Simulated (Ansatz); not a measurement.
Mulliken charges of CH3FGeO, SMILES `C[O][Ge][F]` from PBE/def2-TZVPP in Ansatz (PBE0-D4/def2-TZVP geometry).

```tsv
atom	x (Å)	y (Å)	z (Å)	charge (e)
C1	-0.505	0.492	0.395	-0.142
O2	0.412	0.624	-0.672	-0.334
Ge3	1.442	-0.611	-1.398	0.526
F4	0.967	-1.991	-0.400	-0.357
H5	-0.549	-0.532	0.774	0.103
H6	-0.208	1.161	1.207	0.102
H7	-1.499	0.788	0.050	0.103
```

Question: By hand: the dipole of these point charges (1 e Å = 4.8032 D).

Answer: Σ q r = (0.115, 0.256, -0.216) e Å, of length 0.354 e Å = 1.70 D.

Question: How does the dipole of the full density compare? (Estimate.)

Answer: The calculation gave: (-0.022, 0.169, -0.033) e Å, 0.83 D; the point charges give 2.05 times that, at 39° from its direction.

Point charges leave out the atoms' own dipoles, such as those of lone pairs, and Mulliken's split depends on the basis, so the two needn't agree.
